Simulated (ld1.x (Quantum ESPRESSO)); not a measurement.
## nickel (Ni): from the effect back to the setting (TM semilocal)

Base potential:

```
Element                 : Ni (Z = 28)
Generator               : ld1.x (Quantum ESPRESSO) 7.5
Type                    : norm-conserving Troullier–Martins (semilocal form)
Functional              : PBEsol
Relativity              : scalar-relativistic
Frozen core             : [Ne]
Valence charge          : 18
Reference configuration : 3s2 3p6 3d8.5 4s1.5 4p0
Partial waves           : 3p (bound): rc 0.80 bohr; 3d (bound): rc 0.85 bohr; 3s (bound): rc 0.85 bohr
Local potential         : the s channel
Core correction         : none
```

Occupied shells without a wave of their own: 4s. They enter only through the test configuration that unscreens the potential.

Cutoffs, loose and tight: the cutoffs (Ry, on a coarse ladder) from which the occupation-weighted sum of valence levels, in a spherical-Bessel basis at the reference potential, stays within 10 and 1 mRy of its value at 400 Ry. They do not see the model core or the augmentation charge, which bear on the density cutoff. Test errors are all-electron minus pseudo excitation energies from the reference, over the configurations 3s2 3p6 3d8 4s2 4p0; 3s2 3p6 3d8 4s1 4p0; 3s2 3p6 3d8 4s0 4p0; 3s2 3p6 3d9 4s1 4p0; 3s2 3p6 3d8 4s1 4p1; 3s1 3p6 3d8 4s2 4p0; 3s2 3p6 3d6 4s0 4p0; variants that change the core or the reference have their own tests.

Only the scale of all radii (base = 1) is moved:

| scale of all radii (base = 1) | cutoff, loose | cutoff, tight | bound ghosts | largest test error (meV) | median size of the test errors |
| --- | --- | --- | --- | --- | --- |
| 0.78 | over 300 Ry | over 300 Ry | none | -217 | 25.1 meV |
| 0.82 | over 300 Ry | over 300 Ry | none | -235 | 25.9 meV |
| 0.99 | 300 Ry | over 300 Ry | none | -558 | 71.0 meV |
| 1.08 | 260 Ry | over 300 Ry | none | -1073 | 137.2 meV |
| 1.15 | 230 Ry | over 300 Ry | none | -1476 | 189.5 meV |
| 1.22 | 200 Ry | 300 Ry | none | -2315 | 299.1 meV |
| 1.31 | 180 Ry | 300 Ry | none | -3501 | 456.0 meV |
| 1.37 | 180 Ry | 300 Ry | none | -3975 | 519.5 meV |

Problem. One more run gave cutoff, loose: 300 Ry; cutoff, tight: over 300 Ry; bound ghosts: none; largest test error (meV): -355; median size of the test errors: 45.1 meV. Which value of the scale of all radii (base = 1) was used?

Solution. 0.91. The median size of the test errors moves one way along this sweep, from 25.1 meV at 0.78 to 519.5 meV at 1.37, which places the run between 0.82 and 0.99.
